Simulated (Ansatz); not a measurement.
`C[Si@H]1O[C@@H]1N` + SiH₄ → `N[C@H]1O[Si@@H]1[SiH3]` + CH₄  (formal exchange of groups at the Si–C bond)

Program: Ansatz. Geometries: PBE0-D4/def2-TZVP. ΔE: electronic, gas phase. CBS: MP2 limit from def2 TZ/QZ plus the TZ coupled-cluster correction, frozen cores. This one scheme is used for every species. Functionals use def2-TZVPP. One conformer a species, not always the lowest.

| level | ΔE (kJ/mol) |
| --- | --- |
| revPBE | -11.1 |
| LC-ωPBE | 2.6 |

(1) What does CCSD(T)/CBS give? (Estimate.)

Largest T1 diagnostic among the species: 0.015.

Answers

(1) Ansatz gave: +2.5 kJ/mol. The listed levels differ from it by -13.6, 0.1 kJ/mol.

From BLYP to BHLYP (50 % exact exchange), in def2-TZVPP and without D4, ΔE moves by +9.8 kJ/mol. Leaving LDA and LC-ωPBE aside and taking each functional with its dispersion term where it has one, the values, not all of them listed here, spread over 19.9 kJ/mol, from PBE-D4 to ωB97M-V. LDA lies +4.4 kJ/mol from PBE without D4.
